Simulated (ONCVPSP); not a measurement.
# Scattering properties, ONCV potential for Sm

samarium (Sm), optimised norm-conserving Vanderbilt (ONCV), made with ONCVPSP 4.0.1 (PBE, scalar-relativistic). Core [Kr] 4d10 4f6, reference 5s2 5p6 6s2. Waves: 5s+6s: rc 2.55 bohr, ncon 4, nbas 8, qcut 4.1 1/bohr, 2 projectors; 5p: rc 1.75 bohr, ncon 4, nbas 8, qcut 3.8 1/bohr, 3 projectors, debl 3.3 Ha; d scattering state at 0.41 Ha: rc 1.95 bohr, ncon 3, nbas 6, qcut 5.8 1/bohr, 2 projectors, debl 2 Ha. Local part: polynomial inside 1.10 bohr (lpopt 5, dvloc0 1 Ha). Core correction: none.

In the d channel the program set the typed energies aside and used 0.050, 2.050 Ha.

The phase is arctan(r·R′/R) of the radial function R(r), unwrapped; energies in Ha, scanned from -3 to 5 Ha. A pole is an energy at which the radial function vanishes at the test radius. The pseudo phase is shifted by a multiple of π to meet the all-electron one at the reference energy, and phase errors are pseudo minus all-electron; the curves can meet again beyond the range given. Levels narrower than the energy grid can be missing from the lists of poles. Where the grid stepped over a known ghost or core level, its pole and its step of π were put in at the level’s energy.

| channel | radius (bohr) | reference energy (Ha) | poles, all-electron | poles, pseudo | unbroken range about the reference energy with phases within 0.05 rad | phase error 1 Ha above the reference energy (rad) |
| --- | --- | --- | --- | --- | --- | --- |
| s | 2.60 | -0.13 | -1.50, 2.25 | -2.73, -1.50, 2.20 | -2.7 to 3.3 | -0.001 |
| p | 1.78 | -0.85 | 0.82 | 0.82 | the whole range | -0.000 |
| d | 1.98 | 0.05 | 1.89 | 1.89 | below 4.1 | -0.000 |

Note: ghosts flagged at negative energy: s at -74.2 eV; GHOST(+) flagged for p at 323.7 eV. A true bound ghost makes a file unfit for plane-wave use.

Phases in the d channel:

```csv
E (Ha),all-electron,pseudo
-2.98,1.287,1.285
-2.54,1.250,1.248
-2.10,1.198,1.196
-1.66,1.115,1.113
-1.22,0.968,0.967
-0.78,0.649,0.648
-0.34,-0.101,-0.101
0.10,-0.893,-0.893
0.54,-1.241,-1.241
0.98,-1.403,-1.403
1.42,-1.498,-1.498
1.86,-1.567,-1.567
2.30,-1.624,-1.624
2.74,-1.681,-1.682
3.18,-1.750,-1.752
3.62,-1.848,-1.858
4.06,-2.032,-2.077
4.50,-2.514,-2.792
4.94,-3.605,-3.993
```
